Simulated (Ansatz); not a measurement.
Results of the Gaussian-basis code of Ansatz.

A structure relaxed at PBE0-D4/def2-TZVP, charge 0, multiplicity 1:

```json
{"atom": "N1", "x (Å)": "-1.1908", "y (Å)": "-0.8793", "z (Å)": "0.0860"}
{"atom": "C2", "x (Å)": "0.0803", "y (Å)": "-0.7168", "z (Å)": "0.5274"}
{"atom": "O3", "x (Å)": "0.6217", "y (Å)": "-1.4897", "z (Å)": "1.2958"}
{"atom": "B4", "x (Å)": "0.8357", "y (Å)": "0.5804", "z (Å)": "-0.0375"}
{"atom": "O5", "x (Å)": "0.1879", "y (Å)": "1.4106", "z (Å)": "-0.8823"}
{"atom": "F6", "x (Å)": "2.0818", "y (Å)": "0.8239", "z (Å)": "0.3282"}
{"atom": "H7", "x (Å)": "-1.7244", "y (Å)": "-1.6726", "z (Å)": "0.4015"}
{"atom": "H8", "x (Å)": "-1.6062", "y (Å)": "-0.2196", "z (Å)": "-0.5470"}
{"atom": "H9", "x (Å)": "0.7140", "y (Å)": "2.1631", "z (Å)": "-1.1721"}
```

Task: Give its formula and SMILES.

Result: CH3BFNO2, `NC(=O)B(O)F`.

Task: Point group (tolerance 0.08 Å, 0.16 Å for H)?

Result: Cs.

Task: Summarise the bond lengths by kind.

Result: 1 × C–N 1.355 Å; 2 × H–N 1.004 to 1.007 Å; 1 × C–O 1.217 Å; 1 × B–C 1.604 Å; 1 × B–O 1.350 Å; 1 × B–F 1.321 Å; 1 × H–O 0.963 Å.
